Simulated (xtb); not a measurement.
C4H12O3Si, triplet, at the geometry of the source list (a higher spin typed on purpose: for a closed-shell molecule this is an excited state); GFN2-xTB with ALPB(water) (xtb).

The xtb input:
```
$ xtb mol.xyz --gfn 2 --chrg 0 --uhf 2 --alpb water --json

# file mol.xyz
20

C     -2.36020000    -1.27880000    -0.52230000
O     -1.50130000    -0.18120000    -0.65810000
Si    -0.00020000    -0.00160000    -0.06600000
C      0.00500000     0.04540000     1.84420000
O      0.60510000     1.36420000    -0.70190000
C      0.08180000     2.66080000    -0.62600000
O      0.89080000    -1.23220000    -0.63870000
C      2.27380000    -1.42340000    -0.53130000
H     -1.89410000    -2.17990000    -0.92450000
H     -2.61030000    -1.44680000     0.52810000
H     -3.27190000    -1.05500000    -1.07920000
H     -0.66120000     0.81350000     2.22740000
H      0.99650000     0.25380000     2.23670000
H     -0.31710000    -0.90150000     2.26870000
H     -0.92450000     2.69130000    -1.04710000
H      0.74110000     3.31650000    -1.19770000
H      0.04330000     3.00240000     0.41130000
H      2.81060000    -0.58400000    -0.97650000
H      2.52180000    -2.34380000    -1.06310000
H      2.57090000    -1.51980000     0.51590000
```

The log (banner, timings and long lists left out):

```
   ID    Z sym.   atoms
    1    6 C      1, 4, 6, 8
    2    8 O      2, 5, 7
    3   14 Si     3
    4    1 H      9-20

           -------------------------------------------------
          |                Calculation Setup                |
           -------------------------------------------------

           -------------------------------------------------
          |                 G F N 2 - x T B                 |
           -------------------------------------------------

      * Solvation model:               ALPB
        Solvent                        water
        Parameter file                 internal GFN2-xTB/ALPB
        Dielectric constant                8.0200E+01
        Reference state                gsolv [1 M gas/solution]
        Free energy shift                  1.0808E-03 Eh       6.7819E-01 kcal/mol
        Temperature                        2.9815E+02 K
        Density                            1.0000E+00 kg/L
        Solvent mass                       1.8000E+01 g/mol
        Interaction kernel             P16
        Born radius scaling (c1)           1.4744E+00
        Born radii integrator          GBOBC
        Born offset                        0.0000E+00 a0       0.0000E+00 AA
        H-bond correction              true
        Ion screening                  false
        Surface tension                    1.0000E-05 Eh       1.5569E+01 dyn/cm
        Grid points                               230 per atom

          ...................................................
          :                      SETUP                      :
          :.................................................:
          :  # basis functions                  50          :
          :  # atomic orbitals                  49          :
          :  # shells                           29          :
          :  # electrons                        50          :
          :  max. iterations                   250          :
          :  Hamiltonian                  GFN2-xTB          :
          :  restarted?                      false          :
          :  GBSA solvation                   true          :
          :  PC potential                    false          :
          :  electronic temp.          300.0000000     K    :
          :  accuracy                    1.0000000          :
          :  -> integral cutoff          0.2500000E+02      :
          :  -> integral neglect         0.1000000E-07      :
          :  -> SCF convergence          0.1000000E-05 Eh   :
          :  -> wf. convergence          0.1000000E-03 e    :
          :  Broyden damping             0.4000000          :
          :  net charge                          0          :
          :  unpaired electrons                  2          :
          ...................................................

 iter      E             dE          RMSdq      gap      omega  full diag
   1    -28.6397919 -0.286398E+02  0.525E+00    0.00       0.0  T
   2    -28.6934672 -0.536753E-01  0.261E+00    0.00       1.0  T
   3    -28.6936484 -0.181186E-03  0.110E+00    0.00       1.0  T
   4    -28.6963202 -0.267181E-02  0.348E-01    0.00       1.0  T
   5    -28.6971081 -0.787882E-03  0.214E-01    0.00       1.0  T
   6    -28.6971168 -0.870247E-05  0.224E-01    0.01       1.0  T
   7    -28.6971447 -0.278894E-04  0.253E-01    0.01       1.0  T
   8    -28.6971133  0.314433E-04  0.764E-02    0.00       1.0  T
   9    -28.6971411 -0.278391E-04  0.180E-02    0.00       1.2  T
  10    -28.6971426 -0.148442E-05  0.107E-02    0.00       2.1  T
  11    -28.6971425  0.451752E-07  0.118E-02    0.00       1.9  T
  12    -28.6971427 -0.173630E-06  0.132E-02    0.00       1.7  T
  13    -28.6971428 -0.691935E-07  0.270E-03    0.00       8.3  T
  14    -28.6971428 -0.257227E-07  0.804E-04    0.00      27.8  T
  15    -28.6971428 -0.735525E-09  0.360E-04    0.00      62.1  T

   *** convergence criteria satisfied after 15 iterations ***

[...]
         :: total energy             -28.419427487149 Eh    ::
[...]
             Fermi-level           -0.2397618 Eh           -6.5243 eV

     #   Z          covCN         q      C6AA      α(0)
     1   6 C        3.684     0.015    20.521     6.486
     2   8 O        1.621    -0.371    20.319     6.084
     3  14 Si       3.364     0.449   112.090    21.045
     4   6 C        3.648    -0.141    23.593     6.979
     5   8 O        1.621    -0.371    20.320     6.084
     6   6 C        3.684     0.015    20.521     6.486
     7   8 O        1.621    -0.371    20.320     6.084
     8   6 C        3.684     0.015    20.521     6.486
     9   1 H        0.924     0.041     2.431     2.438
    10   1 H        0.924     0.066     2.125     2.280
    11   1 H        0.924     0.072     2.059     2.244
    12   1 H        0.925     0.074     2.047     2.238
    13   1 H        0.925     0.073     2.048     2.238
    14   1 H        0.925     0.073     2.048     2.238
    15   1 H        0.924     0.041     2.431     2.438
    16   1 H        0.924     0.072     2.059     2.244
    17   1 H        0.924     0.066     2.126     2.280
    18   1 H        0.924     0.041     2.431     2.438
    19   1 H        0.924     0.072     2.059     2.244
    20   1 H        0.924     0.066     2.126     2.280

 Mol. C6AA /au·bohr⁶  :       3559.973145
 Mol. C8AA /au·bohr⁸  :      94390.809713
 Mol. α(0) /au        :         93.333563

Wiberg/Mayer (AO) data.
largest (>0.10) Wiberg bond orders for each atom

 ---------------------------------------------------------------------------
     #   Z sym  total        # sym  WBO       # sym  WBO       # sym  WBO
 ---------------------------------------------------------------------------
     1   6 C    3.915 --     9 H    0.981     2 O    0.976    11 H    0.962
                            10 H    0.954
     2   8 O    2.222 --     3 Si   0.977     1 C    0.976
     3  14 Si   3.534 --     2 O    0.977     5 O    0.977     7 O    0.977
                             4 C    0.558
     4   6 C    3.835 --    14 H    0.991    12 H    0.991    13 H    0.990
                             3 Si   0.558
     5   8 O    2.222 --     3 Si   0.977     6 C    0.976
     6   6 C    3.915 --    15 H    0.981     5 O    0.976    16 H    0.962
                            17 H    0.954
     7   8 O    2.221 --     3 Si   0.977     8 C    0.976
     8   6 C    3.915 --    18 H    0.981     7 O    0.976    19 H    0.962
                            20 H    0.954
     9   1 H    0.996 --     1 C    0.981
    10   1 H    0.992 --     1 C    0.954
    11   1 H    0.992 --     1 C    0.962
    12   1 H    0.990 --     4 C    0.991
    13   1 H    0.990 --     4 C    0.990
    14   1 H    0.990 --     4 C    0.991
    15   1 H    0.996 --     6 C    0.981
    16   1 H    0.992 --     6 C    0.962
    17   1 H    0.992 --     6 C    0.954
    18   1 H    0.996 --     8 C    0.981
    19   1 H    0.992 --     8 C    0.962
    20   1 H    0.992 --     8 C    0.954
 ---------------------------------------------------------------------------

Topologies differ in total number of bonds
Writing topology from bond orders to xtbtopo.mol

molecular dipole:
                 x           y           z       tot (Debye)
 q only:        0.003       0.030       1.236
   full:        0.003       0.028       1.125       2.860
molecular quadrupole (traceless):
                xx          xy          yy          xz          yz          zz
 q only:        1.961      -0.001       1.954      -0.016      -0.144      -3.915
  q+dip:        0.806      -0.000       0.801      -0.007      -0.058      -1.607
   full:        0.941      -0.002       0.938      -0.008      -0.068      -1.879

           -------------------------------------------------
          | TOTAL ENERGY              -28.419427487149 Eh   |
          | GRADIENT NORM               0.096052704584 Eh/α |
          | HOMO-LUMO GAP               0.000124425852 eV   |
           -------------------------------------------------

normal termination of xtb
```
